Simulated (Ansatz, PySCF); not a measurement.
C2H8FNSi2, SMILES F[Si@@H]1CNC[SiH2]1. Atoms are numbered in the order given.

```xyz
14

F     -1.2111     1.9943     0.6769
Si    -0.5372     0.9444    -0.3859
C     -1.3582    -0.7893    -0.2977
N     -0.3446    -1.8434    -0.4115
C      0.7817    -1.6579     0.5095
Si     1.5523     0.0991     0.2463
H     -0.6593     1.5658    -1.7388
H     -2.1348    -0.9453    -1.0642
H     -1.8690    -0.8856     0.6801
H     -0.0049    -1.9030    -1.3724
H      0.4098    -1.7551     1.5459
H      1.5100    -2.4719     0.3649
H      2.5279     0.0356    -0.8876
H      2.2057     0.7341     1.4320
```

Coordinates come from a r2SCAN-D4/def2-SVP optimisation. The structure was generated by enumeration; whether it is a known compound was not checked. Other conformers were not sampled.

Two levels are set side by side: PBE-D3(BJ)/def2-SVP (Ansatz, an electronic-structure program) and r2SCAN-D4/def2-SVP (Ansatz). Each level has its own optimised geometry; the coordinates shown are those of the second. Frequencies come from the Hessian of PySCF at each geometry. Differences are taken from unrounded values.

```csv
quantity,r2SCAN-D4,PBE-D3(BJ),PBE-D3(BJ) minus r2SCAN-D4
mean bond length (Å),1.478,1.486,0.008
bond F1–Si2 (Å),1.639,1.653,0.014
bond Si2–C3 (Å),1.920,1.933,0.013
bond Si2–Si6 (Å),2.341,2.348,0.007
bond C3–N4 (Å),1.467,1.468,0.001
bond N4–C5 (Å),1.467,1.468,0.002
bond C5–Si6 (Å),1.937,1.948,0.011
bond Si2–H7 (Å),1.494,1.506,0.012
bond C3–H8 (Å),1.102,1.109,0.007
bond C3–H9 (Å),1.107,1.114,0.007
bond N4–H10 (Å),1.021,1.028,0.007
bond C5–H11 (Å),1.105,1.112,0.007
bond C5–H12 (Å),1.102,1.108,0.007
bond Si6–H13 (Å),1.497,1.507,0.010
bond Si6–H14 (Å),1.495,1.506,0.011
highest harmonic wavenumber (cm⁻¹),3511,3433,-78
mean harmonic wavenumber (cm⁻¹),1227,1195,-32
zero-point energy (kcal/mol),63.16,61.51,-1.65
```
